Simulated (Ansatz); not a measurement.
Consider the ligand exchange at the Si–S bond: `C[SiH](F)S[SiH3]` + `C=N` → `C=N[SiH](C)F` + `[SiH3]S`.

Gas-phase electronic energies from Ansatz, PBE0-D4/def2-TZVP geometries. CCSD(T)/CBS adds triple-zeta CCSD(T) − MP2 to the extrapolated MP2 energy (def2 sets, frozen cores). This one scheme is used for every species. DFT in def2-TZVPP. Each species was taken in one conformer, which may not be the lowest.

`C[SiH](F)S[SiH3]`:

```xyz
12

C     1.542    0.920   -0.492
Si   -0.146    0.559   -1.157
F    -0.124   -0.913   -1.792
S    -1.678    0.661    0.316
Si   -1.246   -1.134    1.402
H     1.812    0.226    0.306
H     2.286    0.838   -1.289
H     1.574    1.935   -0.090
H    -0.549    1.512   -2.216
H    -1.845   -0.957    2.746
H     0.220   -1.332    1.527
H    -1.844   -2.316    0.738
```

`C=N`:

Cartesian coordinates in Å:
```
C 0.308 0.112 0.211
N -0.243 -0.583 -0.685
H -0.205 0.855 0.833
H 1.376 -0.021 0.398
H -1.237 -0.363 -0.758
```

`C=N[SiH](C)F`:

Cartesian coordinates in Å:
```
C 1.006 0.995 1.704
N 0.503 -0.029 1.177
Si 0.397 -0.414 -0.500
C -1.379 -0.615 -0.972
F 1.044 0.741 -1.414
H 1.005 1.114 2.794
H 1.466 1.817 1.136
H 1.202 -1.637 -0.720
H -1.470 -0.876 -2.029
H -1.933 0.310 -0.798
H -1.841 -1.407 -0.379
```

`[SiH3]S`:

Z-matrix (Å, degrees):
```
Si
S 1 2.137
H 1 1.485 2 111.6
H 1 1.485 2 111.6 3 -122.0
H 1 1.482 2 104.8 3 119.0
H 2 1.344 1 94.7 3 60.9
```

(1) Is it downhill or uphill in electronic energy at CCSD(T)/CBS, and by how much? (An estimate is asked.)

(2) What do these levels give: LDA (SPW92), r2SCANh-D4, BHLYP-D4, BLYP, MP2/def2-QZVPP, HF/CBS(def2)? (Estimate.)

Largest T1 diagnostic among the species: 0.012.

## Answers

(1) Ansatz gave: Uphill: ΔE = +19.3 kJ/mol.

(2) Computed: LDA (SPW92) 15.6, r2SCANh-D4 18.2, BHLYP-D4 14.2, BLYP 6.1, MP2/def2-QZVPP 19.9, HF/CBS(def2) 1.0 kJ/mol.

In def2-TZVPP, CCSD(T) changes the Hartree–Fock value by +14.6 kJ/mol (the triples alone add +2.8 kJ/mol) and MP2 by +16.7 kJ/mol. Leaving LDA and LC-ωPBE aside and taking each functional with its dispersion term where it has one, the values, not all of them listed here, spread over 14.1 kJ/mol, from CAM-B3LYP-D4 to revPBE-D4. The D4 term adds +7.7 kJ/mol with B3LYP and +4.4 kJ/mol with PBE0; it sums over pairs of atoms, weighted by their polarisabilities, and B3LYP, whose exchange is more repulsive, gets the larger term.

B3LYP here is the variant with VWN-RPA as its local correlation; programs differ in this.
